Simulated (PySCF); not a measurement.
Does the answer move with the share of exact exchange?

C5H9B.
InChI=1S/C5H9B/c1-3-5-6-4-2/h6H,4H2,1-2H3

Torsions of this conformer, `[CH3:1][C:2]#[C:3][BH:4][CH2:5][CH3:6]`: C3–B4–C5–C6 174°.

PySCF, pcSseg-1 basis, density fitting, gas phase, PBE0-D3(BJ)/def2-SVP geometry. One functional is left out:

| functional | exact exchange (%) | HOMO energy (eV) | LUMO energy (eV) | dipole moment (D) |
| --- | --- | --- | --- | --- |
| B97-D | 0 | -6.04 | -2.29 | 1.879 |
| BLYP | 0 | -5.93 | -2.29 | 1.918 |
| BP86 | 0 | -6.17 | -2.54 | 1.935 |
| LDA | 0 | -6.20 | -2.70 | 2.021 |
| OPBE | 0 | -6.02 | -2.33 | 1.884 |
| PBE | 0 | -6.07 | -2.46 | 1.945 |
| B3LYP | 20 | -7.06 | -1.74 | 1.834 |
| PBE0 | 25 | -7.28 | -1.56 | 1.834 |
| mPW1PW91 | 25 | -7.30 | -1.56 | 1.814 |
| BHandHLYP | 50 | -8.35 | -0.51 | 1.731 |

Predict the row of B97-2 (21 % exact exchange) by straight lines through the other rows, and check it.

| property | line | computed | computed − line | B3LYP (20 %), for comparison |
| --- | --- | --- | --- | --- |
| HOMO energy (eV) | -7.06 | -7.03 | +0.03 | -7.06 |
| LUMO energy (eV) | -1.66 | -1.55 | +0.11 | -1.74 |
| dipole moment (D) | 1.843 | 1.806 | -0.037 | 1.834 |

Which of these properties follows the share of exact exchange most closely, and which least?

Most closely the HOMO energy, least the dipole moment; the correlations over the tabulated rows are HOMO energy -0.995, LUMO energy 0.981, dipole moment -0.876. The HOMO energy moves by -0.466 eV for every 10 %. Functionals with the same share still differ in their other parts: at 0 % BLYP and LDA differ by 0.27 eV in it.
